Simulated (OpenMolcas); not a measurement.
Computed levels of neutral silicon

```yaml
Program: OpenMolcas
Method: "SS-RASPT2, IPEA 0.25 Eh, imaginary shift 0.1 Eh (closed shells correlated: 2s 2p 3s)"
Basis: ANO-RCC-VQZP [6s5p3d2f1g]
Scalar_Hamiltonian: DKH2, point nucleus
Active_space: 2 electrons in 9 orbitals (RAS2 3p; RAS3 3d 4s, at most 1 electron)
State_averaging: 2S+1 = 3 even, 3 roots; 2S+1 = 1 even, 6 roots; 2S+1 = 3 odd, 18 roots; 2S+1 = 1 odd, 8 roots
Spin-orbit_coupling: RASSI with atomic mean-field integrals over the reference wave functions, term energies averaged over their components
```

With spin-orbit coupling, above the lowest level:

```
Configuration  Term  J  E (cm⁻¹)  Measured (cm⁻¹)      g  Term weight %  Second
      3s² 3p²    ³P  0       0.0              0.0                   100        
      3s² 3p²    ³P  1      66.6             77.1  1.501            100        
      3s² 3p²    ³P  2       195              223  1.501            100        
      3s² 3p²    ¹D  2      6100             6299  1.000            100        
      3s² 3p²    ¹S  0     19300            15394                   100        
    3s² 3p 4s   ³P°  0     43160            39683                   100        
    3s² 3p 4s   ³P°  1     43230            39760  1.500            100        
    3s² 3p 4s   ³P°  2     43380            39955  1.501            100        
    3s² 3p 4s   ¹P°  1     45110            40992  1.002            100        
    3s² 3p 3d   ¹D°  2     51940                   1.000            100        
    3s² 3p 3d   ³F°  2     55050                   0.666            100        
    3s² 3p 3d   ³F°  3     55120                   1.084            100        
    3s² 3p 3d   ³F°  4     55220                   1.251            100        
    3s² 3p 3d   ³D°  1     60680                   0.544             95   5 ³P°
    3s² 3p 3d   ³D°  2     60680                   1.213             86  14 ³P°
    3s² 3p 3d   ³D°  3     60760                   1.334            100        
    3s² 3p 3d   ³P°  2     60930                   1.456             86  14 ³D°
    3s² 3p 3d   ³P°  1     60990                   1.456             95   5 ³D°
    3s² 3p 3d   ³P°  0     61010                                    100
```

Against the 8 measured excited levels shown (NIST Handbook of Basic Atomic Spectroscopic Data) the mean absolute deviation is 2300 cm-1; the largest miss in energy is 3s² 3p 4s ¹P°₁: computed 45110, measured 40992 cm⁻¹ (+10.1 %), and the largest in proportion 3s² 3p² ¹S₀ (+25.4 %).

Spin-orbit coupling puts the lowest level 131 cm⁻¹ below the lowest spin-free term.

For ³P the intervals divided by the larger J are 66.6, 64.2 cm-1. Landé's interval rule makes them equal in pure LS coupling; they differ by 4 % of their mean. The multiplet is regular.

CASPT2 breaks the degeneracy within a term, and the mean is taken; among the terms shown or strongly mixed into the levels shown the widest spread is 120 cm-1 (3s² 3p 3d ³F°). ANO sets are built for valence states and can reach diffuse excited orbitals poorly, and with the s shell closed the s pⁿ⁺¹ terms that mix with these levels are absent. With the s shell closed, the reference lacks s² → p² mixing. Some terms miss by over 15 % even with CASPT2, which points to a basis or an active space too small for the shells correlated. Computed and measured levels are paired by configuration, term and J; levels that our copy of the source lacks, or whose pairing is in doubt (as where it misses far off the trend of its configuration), stay unpaired and out of the deviations. Only configurations of the active space appear. The first state left out of the spin-orbit step lies near 78000 cm-1 above the lowest spin-free state of the reference (among the parities and spins computed), and the list stops at four fifths of that energy or lower.

The term weight is that of the spin-free term in the level, not the purity of its configuration. ° marks odd parity.
